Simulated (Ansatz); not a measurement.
System: C5H5 (charge -1, singlet). It need not be the lowest isomer of its formula. Whether it binds its extra electron was not tested at this geometry. 
Structure (B3LYP-D3(BJ)/def2-TZVP (Ansatz, a quantum-chemistry and plane-wave program) minimum search):
```xyz
10

C     -0.9462     0.7363    -0.0617
C      0.4086     1.1152    -0.1755
C      1.1987    -0.0471    -0.0467
C      0.3323    -1.1443     0.1466
C     -0.9934    -0.6601     0.1373
H     -1.8008     1.4013    -0.1175
H      0.7775     2.1223    -0.3340
H      2.2813    -0.0897    -0.0889
H      0.6324    -2.1777     0.2790
H     -1.8904    -1.2562     0.2613
```
Charge -1, spin multiplicity 1.

Basis-set convergence of Hartree-Fock and CCSD correlation energies (hartree) with Ansatz. Correlated levels leave the core frozen unless marked. No spin-orbit coupling. Non-relativistic. This anion needs diffuse functions, which these sets lack.

| basis | functions | E(HF) | E(corr, CCSD) |
|---|---|---|---|
| cc-pVDZ | 95 | -192.20634 | -0.71145 |
| cc-pVTZ | 220 | ? | ? |

**Question.** Complete the blanks.

**Answer.** 
- cc-pVTZ, E(HF): -192.25990
- cc-pVTZ, E(corr, CCSD): -0.84405
